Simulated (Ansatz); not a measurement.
Basis sets compared for K₃I₂ (the lowest doublet isomer of a short search). The state is a doublet with charge 0. Geometry B3LYP-D4/def2-SVP. Ansatz on 4 threads of Arm Neoverse V2 on a shared host; times are rough, and most runs start from earlier orbitals.

```xyz
5

K     0.040    2.513   -0.202
K     1.776   -1.382   -1.160
K    -1.829   -1.087    1.368
I    -1.321   -0.154   -1.877
I     1.333    0.109    1.871
```

In the def2 sets I takes a core potential; there is no spin–orbit coupling. Another isomer (doublet) lies 0.03 eV lower at PBE0-D4/def2-TZVP; other spin states weren't run for this one.

Binding counts from free atoms (K doublet, I doublet) in the same basis, without a counterpoise term.

| level | functions | energy (Eh) | HOMO (eV) | LUMO (eV) | binding per atom (eV) | wall time |
| --- | --- | --- | --- | --- | --- | --- |
| PBE-D4/def2-SVP | 124 | -2394.4828 | -2.16 | -1.81 | 1.81 | 4.5 s |
| PBE0-D4/def2-SVP | 124 | -2394.6870 | -2.37 | -1.30 | 1.81 | 7 s |

Problem. Estimate the rows for PBE-D4/def2-TZVP (with forces), PBE0-D4/def2-TZVP.

Solution. 
| level | functions | energy (Eh) | HOMO (eV) | LUMO (eV) | binding per atom (eV) | wall time |
| --- | --- | --- | --- | --- | --- | --- |
| PBE-D4/def2-TZVP (with forces) | 199 | -2394.7346 | -2.16 | -1.79 | 1.80 | 8 s |
| PBE0-D4/def2-TZVP | 199 | -2394.9333 | -2.37 | -1.29 | 1.80 | 15 s |
